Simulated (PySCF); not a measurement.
In(CF3)(OH)2 (CH2F3InO2), SMILES [OH][In]([OH])[C](F)(F)F. Atoms are numbered in the order given.

```xyz
9

In     0.2572     0.4707     0.3894
C     -0.6001    -1.1217    -0.9166
F     -1.9520    -1.1503    -0.8144
F     -0.1388    -2.3487    -0.5988
F     -0.2975    -0.8920    -2.2186
O      1.4574    -0.0038     1.9367
H      1.7236     0.8244     2.3835
O     -0.0341     2.4663     0.2212
H     -0.6176     2.6595    -0.5384
```
Charge 0, spin multiplicity 1.

Coordinates come from a PBE-D3(BJ)/def2-SVP optimisation. The structure was generated by enumeration; whether it is a known compound was not checked. The def2 effective core potentials stand for the cores of In; spin–orbit coupling is left out. One conformer was computed; it need not be the lowest.

Method: PySCF 2.14.0 with PBE-D3(BJ)/def2-SVP.

Frequencies are harmonic and unscaled.

A small imaginary wavenumber (i) marks a very flat motion, where grid noise or a shallow saddle decides the sign.

Computed normal modes with their intensities:
```
mode  ν (cm⁻¹)  IR (km/mol)  Raman (Å⁴/amu)  depolarisation  moving atoms (share of kinetic energy)
----  --------  -----------  --------------  --------------  --------------------------------------
1           7i          0.7             0.7            0.75                          F 52 %, O 44 %
2           66          4.7             0.7            0.70                 O 55 %, F 24 %, In 15 %
3           90          9.5             0.7            0.75                 O 51 %, F 23 %, In 21 %
4          124         16.6             3.2            0.68                          O 79 %, H 10 %
5          191          8.5             0.2            0.74                  F 68 %, In 15 %, C 9 %
6          199          2.1             1.9            0.75                          F 79 %, C 10 %
7          229          8.7             9.3            0.17                         F 58 %, In 31 %
8          269        102.7             0.6            0.75                                  H 93 %
9          318         58.9             0.6            0.75                                  H 91 %
10         502          0.1             0.9            0.74                                  F 92 %
11         503          0.1             0.8            0.75                                  F 93 %
12         566         58.4            29.3            0.07                         O 88 %, In 10 %
13         586         64.6            10.6            0.45                         O 83 %, In 15 %
14         702          7.0             5.4            0.02                          F 84 %, C 15 %
15         798         55.9             2.0            0.38                                  H 94 %
16         832         89.9             3.6            0.65                                  H 93 %
17        1087        344.7            16.7            0.30                          C 71 %, F 28 %
18        1100        223.5             2.1            0.75                          C 72 %, F 28 %
19        1126        219.9             2.9            0.49                          C 72 %, F 28 %
20        3696         52.2           154.0            0.28                                  H 94 %
21        3706         43.6           132.6            0.25                                  H 94 %
```
